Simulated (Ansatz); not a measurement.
Relaxation of ClH5OW (8 atoms, charge 0, multiplicity 1), to a largest force component of 0.03 eV/Å in at most 50 steps.

Method: RHF/def2-SVP in Ansatz 0.2.0.

```xyz
8
Properties=species:S:1:pos:R:3
W 0.012 -0.208 0.247
O 0.654 -0.025 2.045
H 0.152 -0.457 2.729
H 1.353 0.813 0.116
H -0.181 1.169 -0.670
H -1.541 0.451 0.223
Cl -0.334 -2.438 -0.305
H 0.914 -0.256 -1.149
```

**Question.** Where does it end, and by what steps?

**Answer.** The run converged. After 5 steps the energy has fallen by 0.030 eV; H4 moved furthest, 0.05 Å.

```csv
step,energy less start (eV),largest force component (eV/Å),accepted
0,0.0000,0.953,yes
1,-0.0010,0.762,yes
2,-0.0291,0.094,yes
3,-0.0299,0.033,yes
4,-0.0300,0.043,yes
5,-0.0302,0.006,yes
```

```xyz
8
Properties=species:S:1:pos:R:3
W 0.021 -0.199 0.252
O 0.642 -0.030 2.034
H 0.150 -0.463 2.723
H 1.319 0.797 0.084
H -0.166 1.196 -0.641
H -1.537 0.450 0.218
Cl -0.324 -2.438 -0.288
H 0.923 -0.264 -1.145
```

The run took 14 s on 1 thread of Arm Neoverse V2, on a shared host, peak memory 0.16 GiB.
